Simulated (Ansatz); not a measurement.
`[Cl][Ge]([Cl])([Cl])[SeH]`, relaxed with RKS PBE0-D4/def2-TZVP in the Gaussian-basis code of Ansatz from a PBE-D4/def2-SVP geometry. The force threshold is 0.005 eV/Å; the program also tests the step.

Charge 0, multiplicity 1.

Start:

```xyz
6

Cl    1.256   -1.865   -0.139
Ge    0.199   -0.059    0.414
Cl   -0.399   -0.203    2.483
Cl    1.612    1.566    0.205
Se   -1.745    0.265   -0.862
H    -0.923    0.295   -2.101
```

Q: How much energy does the relaxation release, and in how many steps? (An estimate is asked.)

A: The calculation gave: 3.45 kJ/mol, in 3 steps.

Q: Which bonds change most? (Best estimate.)

A: Ansatz gave: Cl1–Ge2 from 2.164 to 2.131 Å; Ge2–Cl4 from 2.164 to 2.131 Å; Ge2–Cl3 from 2.158 to 2.127 Å; Ge2–Se5 from 2.348 to 2.323 Å.

Q: Give the relaxed structure. (Estimate.)

A: Computed: 
```xyz
6

Cl    1.247   -1.840   -0.125
Ge    0.203   -0.060    0.408
Cl   -0.392   -0.200    2.446
Cl    1.595    1.541    0.211
Se   -1.723    0.263   -0.851
H    -0.930    0.296   -2.089
```
